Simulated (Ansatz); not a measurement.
Reaction (ligand exchange at the Sn–O bond): `[OH][Sn][Br]` + HCl → `[Cl][Sn][Br]` + H₂O

Computed with Ansatz on PBE0-D4/def2-TZVP structures; ΔE is electronic, products minus reactants. CCSD(T)/CBS is the MP2 limit (def2-TZVPP, def2-QZVPP) plus CCSD(T) − MP2 in def2-TZVPP, frozen cores. This one scheme is used for every species. Functionals use def2-TZVPP. HSE06 is defined as in plane-wave codes. def2 core potentials past Kr. For Br, Sn outer-core shells are correlated without core-valence functions, which leaves a few kJ/mol of doubt a bond. Scalar relativity is left out up to krypton. Each species was taken in one conformer, which may not be the lowest.

```tsv
level	ΔE (kJ/mol)	difference from CCSD(T)/CBS
PBE-D4	-69.8	-0.3
PBE0-D4	-76.0	-6.5
r2SCANh-D4	-71.4	-1.9
revPBE	-69.4	0.1
PBE0	-74.9	-5.4
HSE06	-75.4	-5.9
LC-ωPBE	-64.8	4.7
MP2/def2-SVP	-65.1	4.4
MP2/def2-TZVPP	-67.1	2.4
HF/def2-QZVPP	-79.6	-10.1
CCSD(T)/CBS	-69.5	0
```

Largest T1 diagnostic among the species: 0.015.

Leaving LDA and LC-ωPBE aside and taking each functional with its dispersion term where it has one, the values, not all of them listed here, spread over 11.8 kJ/mol, from BHLYP-D4 to ωB97X-V. In def2-TZVPP, CCSD(T) changes the Hartree–Fock value by +15.9 kJ/mol (the triples alone add +2.0 kJ/mol) and MP2 by +13.1 kJ/mol.
